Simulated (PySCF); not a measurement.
Species: C8H11B.
Bonds: C1–B2, B2–C3, B2–C4, C4–C5 (aromatic), C5–C6 (aromatic), C6–C7 (aromatic), C7–C8 (aromatic), C8–C9 (aromatic), C4–C9 (aromatic). Hydrogens: H10, H11, H12 on C1; H13, H14, H15 on C3; H16 on C5; H17 on C6; H18 on C7; H19 on C8; H20 on C9.

A linear-response calculation (PySCF, def2-SVPD basis, gas phase, vertical, core orbitals frozen in the response) gave these numbers; the functional is withheld.

Orbital energies (eV): HOMO-3 -10.53, HOMO-2 -10.50, HOMO-1 -9.17, HOMO -9.11, LUMO 0.31, LUMO+1 1.46, LUMO+2 1.87.

```csv
state,E (eV),f,"main configurations (H = HOMO, L = LUMO)"
S1,5.04,0.016,"H→L (77%), H-1→L+1 (21%)"
S2,5.53,0.245,"H-1→L (89%), H→L+1 (9%)"
S3,5.86,0.0005,H-2→L (96%)
S4,6.00,0.0001,H-3→L (91%)
S5,6.66,0.257,"H-1→L+1 (72%), H→L (22%)"
S6,6.74,0.600,H→L+1 (85%)
```

Triplets, Tamm–Dancoff:

```tsv
state	E (eV)	λ (nm)	main configurations (H = HOMO, L = LUMO)
T1	3.88	319.4	H-1→L (77%), H→L+1 (15%)
T2	4.31	287.5	H→L (92%)
T3	4.71	263.5	H→L+1 (81%), H-1→L (17%)
T4	5.27	235.1	H-1→L+1 (96%)
```

Vertical ionisation energy by ΔSCF with the same functional: 9.17 eV. Mean static polarisability: 108.1 au.

Question: Which of these was used?
A. HF
B. PBE
C. wB97X-D
D. PBE0

Answer: C. wB97X-D is range-separated, 22% exact exchange at short range and 100% at long range (ω = 0.2 bohr⁻¹). In this run −ε(HOMO) = 9.11 eV differs from the ΔSCF value by -0.06 eV, and S1 differs from the orbital gap of 9.42 eV by -4.38 eV. The ratio −ε(HOMO)/IP is 0.99. Small neutral molecules mostly give 0.89 to 0.99 with wB97X-D, 0.5 to 0.7 with PBE, 0.7 to 0.83 with PBE0; Hartree–Fock can't fall below 1, since the ion's relaxation only lowers the ΔSCF value. The other options: PBE, a GGA without exact exchange; HF, time-dependent Hartree–Fock, 100% exact exchange; PBE0, a global hybrid with 25% exact exchange.

Theory: TDDFT wB97X-D/def2-SVPD, vertical, gas phase, core orbitals frozen in the response in PySCF 2.14.0, density-fitted response routines. Isolated species at its PBE0-D3(BJ)/def2-SVP geometry, gas phase.

Time: 3.6 min. Hardware: an x86-64 server with one thread, shared host.

The values belong to the conformer `[CH3:1][B:2]([CH3:3])[c:4]1[cH:5][cH:6][cH:7][cH:8][cH:9]1`: C1–B2–C4–C5 177°.
